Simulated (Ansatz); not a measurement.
CH5SbSe, SMILES `[CH3][SbH][SeH]`. Total charge 0; spin multiplicity 1. Sb: def2 effective core potential.

Cartesian coordinates in Å:
```
C -0.1152 1.2715 -0.0949
Sb -0.9093 -0.7167 -0.3606
Se 1.1999 -1.9806 0.3629
H 0.5527 1.4915 -0.9271
H 0.4331 1.3397 0.8426
H -0.9403 1.9860 -0.0941
H -1.5605 -0.7697 1.2217
H 1.3396 -2.6216 -0.9503
```

List the harmonic frequencies (cm⁻¹, unscaled) at PBE0-D4/def2-TZVP in Ansatz. (Estimate.)

Computed: 106, 126, 148, 237, 515, 537, 582, 704, 778, 851, 1232, 1446, 1451, 1950, 2446, 3065, 3162, 3182.

Is this a minimum?

Yes, all 18 modes are real.

Give the ideal-gas thermochemistry at 298.15 K and 1 bar (rigid rotor, harmonic oscillator; point group C1, symmetry number 1).

Zero-point energy 134.7 kJ/mol; H(298) − E = 153.6 kJ/mol; entropy 347.3 J/(mol·K), of which translation 176.0, rotation 115.6, vibration 55.6; G(298) − E = 50.1 kJ/mol.

And at 400, 500, 600, 800 and 1000 K?


```json
{"T (K)": "400", "H − E (kJ/mol)": "163.4", "S (J/mol/K)": "375.5", "G − E (kJ/mol)": "13.2"}
{"T (K)": "500", "H − E (kJ/mol)": "174.2", "S (J/mol/K)": "399.4", "G − E (kJ/mol)": "-25.5"}
{"T (K)": "600", "H − E (kJ/mol)": "185.8", "S (J/mol/K)": "420.7", "G − E (kJ/mol)": "-66.6"}
{"T (K)": "800", "H − E (kJ/mol)": "211.4", "S (J/mol/K)": "457.3", "G − E (kJ/mol)": "-154.5"}
{"T (K)": "1000", "H − E (kJ/mol)": "239.2", "S (J/mol/K)": "488.3", "G − E (kJ/mol)": "-249.1"}
```

Rotational constants (cm⁻¹)?

0.2407, 0.04752, 0.04087.
